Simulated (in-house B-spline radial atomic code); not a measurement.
A fraction x of an electron is moved 4d → 4f in Cd5+, starting from [Kr] 4d7 and keeping the highest spin. Computed with a radial B-spline atomic code at the basis-set limit: non-relativistic PBE0, spin-polarised, spherical fractional occupations, point nucleus.

Caution: exact exchange at fractional occupations of open shells leaves self-interaction of up to several eV.

```json
{"x": "0", "E(x) - E(0) (eV)": "0.0000", "4d down level (eV)": "-79.096", "4f up level (eV)": "-"}
{"x": "0.125", "E(x) - E(0) (eV)": "6.2416", "4d down level (eV)": "-79.506", "4f up level (eV)": "-29.625"}
{"x": "0.25", "E(x) - E(0) (eV)": "?", "4d down level (eV)": "?", "4f up level (eV)": "?"}
{"x": "0.375", "E(x) - E(0) (eV)": "18.6976", "4d down level (eV)": "-80.241", "4f up level (eV)": "-30.476"}
{"x": "0.5", "E(x) - E(0) (eV)": "24.9136", "4d down level (eV)": "-80.565", "4f up level (eV)": "-30.876"}
{"x": "0.625", "E(x) - E(0) (eV)": "?", "4d down level (eV)": "?", "4f up level (eV)": "?"}
{"x": "0.75", "E(x) - E(0) (eV)": "37.3119", "4d down level (eV)": "-81.136", "4f up level (eV)": "-31.651"}
{"x": "0.875", "E(x) - E(0) (eV)": "43.4898", "4d down level (eV)": "-81.386", "4f up level (eV)": "-32.027"}
{"x": "1", "E(x) - E(0) (eV)": "49.6508", "4d down level (eV)": "-81.613", "4f up level (eV)": "-32.397"}
```

What belongs in the row x = 0.25?

An energy change of 12.4731 eV; 4d down at -79.889 eV, 4f up at -30.064 eV.

What belongs in the row x = 0.625?

An energy change of 31.1192 eV; 4d down at -80.863 eV, 4f up at -31.267 eV.

Check Janak's theorem between x = 0.375 and 0.5.

The slope of the energy is 49.73 eV; the orbital levels give 49.73 eV (ε of the receiving orbital less ε of the emptying one, averaged over the two points).
